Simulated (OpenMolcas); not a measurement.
Ag2+ (d9) among equal point charges was computed by CASSCF with the d shell active (OpenMolcas, ANO-RCC-VDZP on the metal). Its lowest spin-free states, and all those of the highest spin:

```
2S+1  Degeneracy  E (cm-1)
   2           1       0.0
   2           1      4512
   2           2      7087
   2           1      9398
```

Is the site octahedral, tetrahedral or cube-like, axial, or of lower symmetry?

The states with 2S+1 = 2 have orbital degeneracies 1, 1, 2, 1. There are pairs but no triples, so the site is axial: not cubic, but with a proper or improper axis of order three or more. The run had Ag2+ among 6 point charges of -1.7 e arranged as a tetragonal octahedron (D4h), 2.18 Å from the ion, with the axial distance 1.962 Å.

This is an electrostatic model: the charges have no orbitals. No measured value stands beside these numbers.
